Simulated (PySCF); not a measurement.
Compound: C6H5FN (doublet state).
Structure used (GFN2-xTB), in Å, numbered top down from 1:
```xyz
13
C6H5FN angstrom
C     -2.4593    0.4205    0.3333
C     -1.3446    0.8443   -0.1827
C     -0.0366    0.1830   -0.1009
C      0.0704   -1.1089    0.6393
C      1.0396    0.7427   -0.6882
F      0.9432    1.9148   -1.3604
C      2.3360    0.1851   -0.6653
N      3.3881   -0.2715   -0.6443
H     -2.8630   -0.3807    0.9041
H     -1.3327    1.7771   -0.7399
H     -0.2420   -0.9686    1.6735
H     -0.5917   -1.8474    0.1890
H      1.0883   -1.4899    0.6248
```

The hyperfine couplings belong to this conformer and change with its torsions.

The species is `[H]/[C]=C\C(C)=C(/F)C#N` [radical].

The calculation used UKS B3LYP, pcH-1 on C F H N, non-relativistic, mean-field spin-orbit, GIAO in PySCF. Geometry: GFN2-xTB, one conformer, isolated molecule. A GFN2-xTB geometry isn't a minimum of the functional, and hyperfine couplings can be far from their values at a DFT geometry. Stability of the SCF solution: not tested.

Q: What is the g tensor, term by term?

A: 
```tsv
Δg (ppm)	1	2	3
relativistic mass correction	-146	-146	-146
gauge correction	35	5	-44
orbital Zeeman/spin–orbit	-539	-126	800
total	-651	-268	609
```

So g = 2.00167, 2.00205, 2.00293 and g_iso = 2.00222; the tensor is rhombic: the two nearest values differ by 30 % of g3 − g1. Axes: g1 points within 13° of the C1–C2 bond.

Q: Average each term over the three axes. Which is largest in size?

A: The mass correction -146, the orbital-Zeeman/spin–orbit term 45 and the gauge correction -2 ppm, for a total of -103 ppm. The mass correction is the largest in size. The mass correction is the same along every axis, so the anisotropy comes from the other two: their spans along these axes are 79 (gauge) and 1340 ppm (orbital Zeeman/spin–orbit).

Q: At 9.631 GHz, how far is the centre of the isotropic spectrum from where a free electron (g = 2.002319) resonates?

A: B = hν/(g μB) with μB/h = 13.99624 MHz/mT gives 343.66 mT for the free electron and 343.68 mT at g_iso, 0.02 mT higher.

Q: What are the electron Larmor frequencies g μB B/h along the three axes at 3350 mT?

A: 93.8531, 93.8710, 93.9122 GHz for g1, g2 and g3, a range of 59.1 MHz.

Q: In a frozen sample, at which fields do the three g values resonate at 9.5, 34, 94 and 263 GHz (hyperfine left aside), and which band first spreads them over more than twice a line width of 0.5 mT?

A: 
| band | GHz | B(g3) mT | B(g2) mT | B(g1) mT | spread mT |
| --- | --- | --- | --- | --- | --- |
| X | 9.5 | 338.88 | 339.03 | 339.09 | 0.21 |
| Q | 34.0 | 1212.84 | 1213.37 | 1213.60 | 0.76 |
| W | 94.0 | 3353.13 | 3354.60 | 3355.24 | 2.11 |
| J | 263.0 | 9381.64 | 9385.75 | 9387.55 | 5.91 |

The spread grows in proportion to the frequency. W band is the first where it exceeds 1.0 mT.

Largest spin populations (Mulliken): C1 (+1.08), C2 (-0.17) and C3 (+0.10). C1 is the only atom above +0.15. The positive populations add up to 1.24 and the negative ones to -0.24, together 2S = 1.

The HOMO–LUMO gaps are 4.85 eV among the α and 4.32 eV among the β orbitals.
